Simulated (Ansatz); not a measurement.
Ansatz (an electronic-structure program) input (B3LYP-D3(BJ)/def2-TZVP):

Ansatz 0.2 input:
```yaml
crystal:
  periodic: [false, false, false]
  atoms:
    - {symbol: Au, position_ang: [-0.33838645, -0.10202601, -0.06364871]}
    - {symbol: Cl, position_ang: [0.78957388, 1.70476974, -1.11847560]}
    - {symbol: O, position_ang: [0.98467404, -1.85619309, 2.04511321]}
    - {symbol: C, position_ang: [0.90539685, -1.01191440, 1.28023788]}
basis:
  gaussian:
    orbitals: def2-TZVP
hamiltonian:
  xc: b3lyp
  dispersion: d3bj
magnetization: {spin_polarized: true, initial_magnetization: 2}
phonons: {temperatures: {t_min: 298.15, t_max: 298.15, t_step: 100}}
```

Output:

```
Functional definition: B3LYP
integrals: 0.06 GiB planned
984 factors; their error is unknown
mean field: 0.72 GiB planned
mean field evaluation 1: about -19297.2155 eV, gradient 3.4e1 eV
mean field evaluation 2: about -19270.0893 eV, gradient 8.6e1 eV
mean field evaluation 4: about -19301.5492 eV, gradient 8.9e0 eV
mean field evaluation 8: about -19301.8561 eV, gradient 1.9e-1 eV
mean field evaluation 16: about -19301.9207 eV, gradient 1.4e-3 eV
mean field evaluation 32: about -19301.2369 eV, gradient 4.8e0 eV
mean field -19301.92066930 eV, -709.3325012850 hartree, gradient 3.5e-5 eV, S^2 2.008460; 3 other end points of the search recorded, 0 dependent functions left out
the calculation of the forces begins
reference -19301.92089871 eV, -709.3325097155 hartree; 26, 24 occupied and 113, 115 virtual orbitals, 984 factors
these checks for a lower state are left out or cut short: stability, starts, cluster_reference, orbital_swaps, neighbouring_geometries, increment
integrals: 0.06 GiB planned
984 factors; their error is unknown
mean field: 0.72 GiB planned
mean field -19301.92065661 eV, -709.3325008187 hartree, gradient 2.2e-6 eV, S^2 2.008442; 0 other end points of the search recorded, 0 dependent functions left out
the calculation of the forces begins
reference -19301.92088600 eV, -709.3325092488 hartree; 26, 24 occupied and 113, 115 virtual orbitals, 984 factors
these checks for a lower state are left out or cut short: stability, starts, cluster_reference, orbital_swaps, neighbouring_geometries, increment
integrals: 0.06 GiB planned
984 factors; their error is unknown
mean field: 0.72 GiB planned
mean field -19301.92061376 eV, -709.3324992439 hartree, gradient 1.5e-6 eV, S^2 2.008478; 0 other end points of the search recorded, 0 dependent functions left out
the calculation of the forces begins
reference -19301.92084318 eV, -709.3325076748 hartree; 26, 24 occupied and 113, 115 virtual orbitals, 984 factors
these checks for a lower state are left out or cut short: stability, starts, cluster_reference, orbital_swaps, neighbouring_geometries, increment
integrals: 0.06 GiB planned
984 factors; their error is unknown
mean field: 0.72 GiB planned
mean field -19301.92064590 eV, -709.3325004251 hartree, gradient 2.3e-6 eV, S^2 2.008455; 0 other end points of the search recorded, 0 dependent functions left out
the calculation of the forces begins
reference -19301.92087530 eV, -709.3325088554 hartree; 26, 24 occupied and 113, 115 virtual orbitals, 984 factors
these checks for a lower state are left out or cut short: stability, starts, cluster_reference, orbital_swaps, neighbouring_geometries, increment
integrals: 0.06 GiB planned
984 factors; their error is unknown
mean field: 0.72 GiB planned
mean field evaluation 64: about -19301.9207 eV, gradient 1.6e-6 eV
mean field -19301.92067658 eV, -709.3325015527 hartree, gradient 1.6e-6 eV, S^2 2.008465; 0 other end points of the search recorded, 0 dependent functions left out
the calculation of the forces begins
reference -19301.92090599 eV, -709.3325099834 hartree; 26, 24 occupied and 113, 115 virtual orbitals, 984 factors
these checks for a lower state are left out or cut short: stability, starts, cluster_reference, orbital_swaps, neighbouring_geometries, increment
integrals: 0.06 GiB planned
984 factors; their error is unknown
mean field: 0.72 GiB planned
mean field -19301.92071303 eV, -709.3325028919 hartree, gradient 2.0e-6 eV, S^2 2.008474; 0 other end points of the search recorded, 0 dependent functions left out
the calculation of the forces begins
reference -19301.92094248 eV, -709.3325113242 hartree; 26, 24 occupied and 113, 115 virtual orbitals, 984 factors
these checks for a lower state are left out or cut short: stability, starts, cluster_reference, orbital_swaps, neighbouring_geometries, increment
integrals: 0.06 GiB planned
984 factors; their error is unknown
mean field: 0.72 GiB planned
mean field -19301.92058684 eV, -709.3324982545 hartree, gradient 1.4e-6 eV, S^2 2.008446; 0 other end points of the search recorded, 0 dependent functions left out
the calculation of the forces begins
reference -19301.92081619 eV, -709.3325066833 hartree; 26, 24 occupied and 113, 115 virtual orbitals, 984 factors
these checks for a lower state are left out or cut short: stability, starts, cluster_reference, orbital_swaps, neighbouring_geometries, increment
integrals: 0.06 GiB planned
984 factors; their error is unknown
mean field: 0.72 GiB planned
mean field -19301.92066909 eV, -709.3325012774 hartree, gradient 2.9e-6 eV, S^2 2.008466; 0 other end points of the search recorded, 0 dependent functions left out
the calculation of the forces begins
reference -19301.92089850 eV, -709.3325097080 hartree; 26, 24 occupied and 113, 115 virtual orbitals, 984 factors
these checks for a lower state are left out or cut short: stability, starts, cluster_reference, orbital_swaps, neighbouring_geometries, increment
integrals: 0.06 GiB planned
984 factors; their error is unknown
mean field: 0.72 GiB planned
mean field -19301.92066436 eV, -709.3325011037 hartree, gradient 2.9e-6 eV, S^2 2.008454; 0 other end points of the search recorded, 0 dependent functions left out
the calculation of the forces begins
reference -19301.92089377 eV, -709.3325095342 hartree; 26, 24 occupied and 113, 115 virtual orbitals, 984 factors
these checks for a lower state are left out or cut short: stability, starts, cluster_reference, orbital_swaps, neighbouring_geometries, increment
integrals: 0.06 GiB planned
984 factors; their error is unknown
mean field: 0.72 GiB planned
mean field evaluation 96: about -19301.9203 eV, gradient 3.4e-5 eV
mean field -19301.92030508 eV, -709.3324879001 hartree, gradient 1.4e-6 eV, S^2 2.008441; 0 other end points of the search recorded, 0 dependent functions left out
the calculation of the forces begins
reference -19301.92053441 eV, -709.3324963279 hartree; 26, 24 occupied and 113, 115 virtual orbitals, 984 factors
these checks for a lower state are left out or cut short: stability, starts, cluster_reference, orbital_swaps, neighbouring_geometries, increment
integrals: 0.06 GiB planned
984 factors; their error is unknown
mean field: 0.72 GiB planned
mean field -19301.92037554 eV, -709.3324904896 hartree, gradient 2.2e-6 eV, S^2 2.008479; 0 other end points of the search recorded, 0 dependent functions left out
the calculation of the forces begins
reference -19301.92060502 eV, -709.3324989228 hartree; 26, 24 occupied and 113, 115 virtual orbitals, 984 factors
these checks for a lower state are left out or cut short: stability, starts, cluster_reference, orbital_swaps, neighbouring_geometries, increment
integrals: 0.06 GiB planned
984 factors; their error is unknown
mean field: 0.72 GiB planned
mean field -19301.92067516 eV, -709.3325015004 hartree, gradient 1.2e-6 eV, S^2 2.008459; 0 other end points of the search recorded, 0 dependent functions left out
the calculation of the forces begins
reference -19301.92090456 eV, -709.3325099306 hartree; 26, 24 occupied and 113, 115 virtual orbitals, 984 factors
these checks for a lower state are left out or cut short: stability, starts, cluster_reference, orbital_swaps, neighbouring_geometries, increment
integrals: 0.06 GiB planned
984 factors; their error is unknown
mean field: 0.72 GiB planned
mean field -19301.92065440 eV, -709.3325007373 hartree, gradient 1.2e-6 eV, S^2 2.008461; 0 other end points of the search recorded, 0 dependent functions left out
the calculation of the forces begins
reference -19301.92088381 eV, -709.3325091681 hartree; 26, 24 occupied and 113, 115 virtual orbitals, 984 factors
these checks for a lower state are left out or cut short: stability, starts, cluster_reference, orbital_swaps, neighbouring_geometries, increment
integrals: 0.06 GiB planned
984 factors; their error is unknown
mean field: 0.72 GiB planned
mean field evaluation 128: about -19301.9203 eV, gradient 1.6e-6 eV
mean field -19301.92029149 eV, -709.3324874007 hartree, gradient 1.6e-6 eV, S^2 2.008483; 0 other end points of the search recorded, 0 dependent functions left out
the calculation of the forces begins
reference -19301.92052093 eV, -709.3324958326 hartree; 26, 24 occupied and 113, 115 virtual orbitals, 984 factors
these checks for a lower state are left out or cut short: stability, starts, cluster_reference, orbital_swaps, neighbouring_geometries, increment
integrals: 0.06 GiB planned
984 factors; their error is unknown
mean field: 0.72 GiB planned
mean field -19301.92039012 eV, -709.3324910253 hartree, gradient 2.3e-6 eV, S^2 2.008437; 0 other end points of the search recorded, 0 dependent functions left out
the calculation of the forces begins
reference -19301.92061949 eV, -709.3324994545 hartree; 26, 24 occupied and 113, 115 virtual orbitals, 984 factors
these checks for a lower state are left out or cut short: stability, starts, cluster_reference, orbital_swaps, neighbouring_geometries, increment
integrals: 0.06 GiB planned
984 factors; their error is unknown
mean field: 0.72 GiB planned
mean field -19301.92066001 eV, -709.3325009438 hartree, gradient 1.9e-6 eV, S^2 2.008461; 0 other end points of the search recorded, 0 dependent functions left out
the calculation of the forces begins
reference -19301.92088943 eV, -709.3325093748 hartree; 26, 24 occupied and 113, 115 virtual orbitals, 984 factors
these checks for a lower state are left out or cut short: stability, starts, cluster_reference, orbital_swaps, neighbouring_geometries, increment
integrals: 0.06 GiB planned
984 factors; their error is unknown
mean field: 0.72 GiB planned
mean field -19301.92065486 eV, -709.3325007544 hartree, gradient 2.3e-6 eV, S^2 2.008460; 0 other end points of the search recorded, 0 dependent functions left out
the calculation of the forces begins
reference -19301.92088425 eV, -709.3325091844 hartree; 26, 24 occupied and 113, 115 virtual orbitals, 984 factors
Total energy: -19302.11126895 eV, -709.3395056930 hartree
Atom 0 at    -0.338386    -0.102026    -0.063649 Å, force     0.000166     0.000556    -0.000406 eV/Å
Atom 1 at     0.789574     1.704770    -1.118476 Å, force    -0.000286    -0.000384     0.000203 eV/Å
Atom 2 at     0.984674    -1.856193     2.045113 Å, force    -0.000073     0.001038    -0.000929 eV/Å
Atom 3 at     0.905397    -1.011914     1.280238 Å, force     0.000194    -0.001209     0.001131 eV/Å
Dipole moment:    -0.088406    -0.247703     0.174320 e Å
Vibrations: 43.08 112.10 256.40 278.61 424.62 2033.56 cm⁻¹, zero-point energy 0.195174 eV
```

The spin state was set by rule; other spins were not relaxed.
